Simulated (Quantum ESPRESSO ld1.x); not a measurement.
Problem. The mean radii <r> (bohr) of the occupied orbitals of an atom or ion are listed with their occupations. All-electron calculation, Dirac Kohn-Sham, revPBE, spin-unpolarised, spherical densities, point nucleus. Program: ld1.x of Quantum ESPRESSO 7.5.

orbital  occ.      <r>
1s1/2       2  0.06292

Name the element and its charge. Open shells, if any, fill j = l - 1/2 first.

Solution. Z = 24, chromium, charge +22: Cr22+ in [He]. The 1s radius gives Z: for a bare nucleus <r> = (2 gamma + 1)/(2Z) with gamma = sqrt(1 - (Z/c)^2), 0.06186 bohr for Z = 24, and screening makes it slightly larger (0.06292 here). The occupations add up to 2, and the charge is Z minus that.
